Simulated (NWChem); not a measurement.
Everything below was run with NWChem. System: 1,1,1,3,3-pentafluoropropane (C3H3F5), charge 0, spin multiplicity 1, at a geometry optimised with B3LYP/def2-SVP. Level: G0W0@CAM-B3LYP/def2-SVP, RI basis def2-svp-rifit.

Input file:

```
start mol
memory heap 200 mb stack 700 mb global 1700 mb
geometry units angstroms nocenter noautoz noautosym
  F      2.501813    -0.821769    -0.136268
  C      1.422743    -0.074227     0.214125
  F      1.598420     1.174961    -0.283579
  C      0.177982    -0.711566    -0.377564
  C     -1.118851    -0.046564     0.036170
  F     -1.221293     1.205074    -0.427319
  F     -2.171794    -0.740043    -0.423766
  F     -1.225623     0.009726     1.379520
  H      1.386443    -0.005951     1.315242
  H      0.254651    -0.689872    -1.474726
  H      0.133960    -1.761578    -0.054192
end
basis spherical
  * library def2-svp
end
basis "ri basis" bse spherical
  * library def2-svp-rifit
end
dft
  xc xcamb88 1.00 lyp 0.81 vwn_5 0.19 hfexch 1.00
  cam 0.33 cam_alpha 0.19 cam_beta 0.46
  direct
  iterations 100
  tolerances tight
end
task dft energy
gw
  states alpha occ 4 vir 2
end
task dft gw
```

Output (cleaned and shortened):

```
             Northwest Computational Chemistry Package (NWChem) 7.3.0
             --------------------------------------------------------

                                NWChem Input Module
                                -------------------

 Scaling coordinates for geometry "geometry" by  1.889725989
 (inverse scale =  0.529177249)

                             Geometry "geometry" -> ""
                             -------------------------

 Output coordinates in angstroms (scale by  1.889725989 to convert to a.u.)

  No.       Tag          Charge          X              Y              Z
 ---- ---------------- ---------- -------------- -------------- --------------
    1 F                    9.0000     2.50181300    -0.82176900    -0.13626800
    2 C                    6.0000     1.42274300    -0.07422700     0.21412500
    3 F                    9.0000     1.59842000     1.17496100    -0.28357900
    4 C                    6.0000     0.17798200    -0.71156600    -0.37756400
    5 C                    6.0000    -1.11885100    -0.04656400     0.03617000
    6 F                    9.0000    -1.22129300     1.20507400    -0.42731900
    7 F                    9.0000    -2.17179400    -0.74004300    -0.42376600
    8 F                    9.0000    -1.22562300     0.00972600     1.37952000
    9 H                    1.0000     1.38644300    -0.00595100     1.31524200
   10 H                    1.0000     0.25465100    -0.68987200    -1.47472600
   11 H                    1.0000     0.13396000    -1.76157800    -0.05419200

 Effective nuclear repulsion energy (a.u.)     433.7869858375

            Nuclear Dipole moment (a.u.)
            ----------------------------
        X                 Y               Z
 ---------------- ---------------- ----------------
     0.0000094486    -0.0000037795     0.0000037795


 Summary of "ao basis" -> "" (spherical)
 ------------------------------------------------------------------------------
       Tag                 Description            Shells   Functions and Types
 ---------------- ------------------------------  ------  ---------------------
 *                          def2-svp                  on all atoms

 new library libraries.bse/

 Summary of "ri basis" -> "" (spherical)
 ------------------------------------------------------------------------------
       Tag                 Description            Shells   Functions and Types
 ---------------- ------------------------------  ------  ---------------------
 *                       def2-svp-rifit               on all atoms

                                 NWChem DFT Module
                                 -----------------

 Summary of "ao basis" -> "ao basis" (spherical)
 ------------------------------------------------------------------------------
       Tag                 Description            Shells   Functions and Types
 ---------------- ------------------------------  ------  ---------------------
 F                          def2-svp                 6       14   3s2p1d
 C                          def2-svp                 6       14   3s2p1d
 H                          def2-svp                 3        5   2s1p

 Summary of "ao basis" -> "ao basis" (spherical)
 ------------------------------------------------------------------------------
       Tag                 Description            Shells   Functions and Types
 ---------------- ------------------------------  ------  ---------------------
 F                          def2-svp                 6       14   3s2p1d
[...]
   113      0.279584   9 H  s                20      0.262630   2 C  pz
    46     -0.254295   4 C  px               37     -0.204433   3 F  pz
     9     -0.201591   1 F  pz               45     -0.177423   4 C  s
     4      0.169462   1 F  px               32      0.160779   3 F  px

 Vector   34  Occ=0.000000D+00  E= 1.036910D-01
              MO Center=  2.8D-01, -1.3D+00, -7.3D-02, r^2= 4.4D+00
   Bfn.  Coefficient  Atom+Function         Bfn.  Coefficient  Atom+Function
  ----- ------------  ---------------      ----- ------------  ---------------
    45      2.153796   4 C  s               124     -1.675451  11 H  s
   119     -0.947635  10 H  s               114     -0.706748   9 H  s
    50     -0.602546   4 C  py               59     -0.511378   5 C  s
    23      0.375759   2 C  pz               17      0.280086   2 C  s
    47     -0.228622   4 C  py               51     -0.182411   4 C  pz

 Vector   35  Occ=0.000000D+00  E= 1.180632D-01
              MO Center=  8.1D-01, -3.5D-01, -1.7D-01, r^2= 5.5D+00
   Bfn.  Coefficient  Atom+Function         Bfn.  Coefficient  Atom+Function
  ----- ------------  ---------------      ----- ------------  ---------------
   119      1.580602  10 H  s               114     -1.424999   9 H  s
    45     -1.353979   4 C  s                17      1.253088   2 C  s
    51      0.591477   4 C  pz               23      0.495890   2 C  pz
    21     -0.391083   2 C  px               49     -0.283379   4 C  px
    20      0.261549   2 C  pz               50     -0.257042   4 C  py

 Vector   36  Occ=0.000000D+00  E= 1.393759D-01
              MO Center=  5.9D-01, -6.0D-01,  2.1D-01, r^2= 4.9D+00
   Bfn.  Coefficient  Atom+Function         Bfn.  Coefficient  Atom+Function
  ----- ------------  ---------------      ----- ------------  ---------------
   114      1.371613   9 H  s                17     -1.120951   2 C  s
   119      1.094446  10 H  s               124     -1.068073  11 H  s
    51      0.800664   4 C  pz               23     -0.628990   2 C  pz
    50     -0.381422   4 C  py               21      0.307809   2 C  px
    22     -0.213190   2 C  py               48      0.184573   4 C  pz

 center of mass
 --------------
 x =  -0.03213294 y =   0.04603619 z =   0.00451821

 moments of inertia (a.u.)
 ------------------
         492.378686652092          12.715632229399          57.099481258223
          12.715632229399        1452.503797457039          13.049361965393
          57.099481258223          13.049361965393        1579.699998657818

     Multipole analysis of the density
     ---------------------------------

     L   x y z        total         alpha         beta         nuclear
     -   - - -        -----         -----         ----         -------
     0   0 0 0     -0.000000    -33.000000    -33.000000     66.000000

     1   1 0 0      0.051557      0.025774      0.025774      0.000009
     1   0 1 0     -0.584850     -0.292423     -0.292423     -0.000004
     1   0 0 1      0.097888      0.048942      0.048942      0.000004

     2   2 0 0    -36.539407   -322.829609   -322.829609    609.119811
     2   1 1 0     -0.068768      3.517651      3.517651     -7.104070
     2   1 0 1      1.328237     12.738257     12.738257    -24.148278
     2   0 2 0    -32.295913    -93.221046    -93.221046    154.146180
     2   0 1 1      0.452471      2.138129      2.138129     -3.823786
     2   0 0 2    -30.625125    -62.315008    -62.315008     94.004892

 Task  times  cpu:      121.3s     wall:      121.3s

                                NWChem Input Module
                                -------------------

                                 NWChem GW Module
                                 ----------------

                             ***********************
                             ***        GW       ***
                             ***********************

 Summary of "ri basis" -> "ri basis" (spherical)
 ------------------------------------------------------------------------------
       Tag                 Description            Shells   Functions and Types
 ---------------- ------------------------------  ------  ---------------------
 F                       def2-svp-rifit             16       48   6s5p4d1f
 C                       def2-svp-rifit             16       48   6s5p4d1f
 H                       def2-svp-rifit              6       14   3s2p1d

  int_init: cando_txs set to always be  F
  int_init: cando_txs set to always be  F

                 Memory Information
                 ------------------
          Available GA per process is          1699.9 MBs
          Available stack per process is        700.0 MBs
          Available heap per process is           0.0 MBs

          Peak memory in Initialization
              Peak GA per process is                 15.8 MBs
              Peak stack per process is               0.1 MBs
              Peak heap per process is               16.4 MBs
              Memory not in MA per process            0.0 MBs

          Peak memory in AFF Calculation
              Peak GA per process is                 97.7 MBs
              Peak stack per process is              73.4 MBs
              Peak heap per process is                0.0 MBs
              Memory not in MA per process           73.4 MBs

          Computing 2-center integrals
          Computing Inverse Cholesky factor
          Computing 3-center integrals
          Computing V_xc ...

          Computing Sigma_x
          Computing RPA polarizability
          Solving quasiparticle equations

                  Alpha Orbitals
          State     Energy (eV)     Error (eV)
          -----------------------------------
@GW        30        -14.687           0.003
@GW        31        -14.398           0.003
@GW        32        -13.769           0.002
@GW        33        -12.725           0.003
@GW        34          4.318           0.003
@GW        35          4.736           0.003

   Applying  -1.2400 eV scissor-shift to rest of particle states

   Applying   1.4969 eV scissor-shift to rest of hole states

     GW Timing Statistics
   ------------------------
   Init.   :          0.0s
     ERIs  :          2.1s
     Distr.:          0.0s
     Vxc   :          9.5s
   Sigma_x :          0.0s
   RPA     :          9.4s
   Wmn     :          0.1s
   Sigma_c :          0.1s
   GW total:         21.3s

 Task  times  cpu:       21.3s     wall:       21.3s

 Total times  cpu:      142.7s     wall:      142.7s
```
